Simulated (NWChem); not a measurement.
AlCl, singlet; SMILES [Al][Cl]

```xyz
2

Al     0.0000     0.0000    -1.2092
Cl     0.0000     0.0000     0.9377
```
Atoms are numbered in this order, from 1.

Results from NWChem. Geometry optimised at PBE0/def2-SVP; all other runs use it. Pople sets run with spherical d functions. Low-valent species are run as closed-shell singlets; no triplet was tried in these runs.

```csv
quantity,level,value
absolute shielding σ Al1 (ppm),"PBE0/pcSseg-2, GIAO",445.3
−ε(HOMO) (eV),PBE/aug-cc-pVDZ,?
anisotropy (bohr³) at 589 nm,B3LYP/STO-3G,?
"vertical, lowest state with f > 0.02, singlet (eV)","LRC-wPBEh/6-31G*, TDA",4.91
dipole (D),PBE0/def2-SVP,?
highest harmonic frequency (cm⁻¹),PBE0/def2-SVP,493
```

Problem. Fill in the missing entries.

Solution. 
- −ε(HOMO) (eV), value: 6.12
- anisotropy (bohr³) at 589 nm, value: 11.2
- dipole (D), value: 1.27
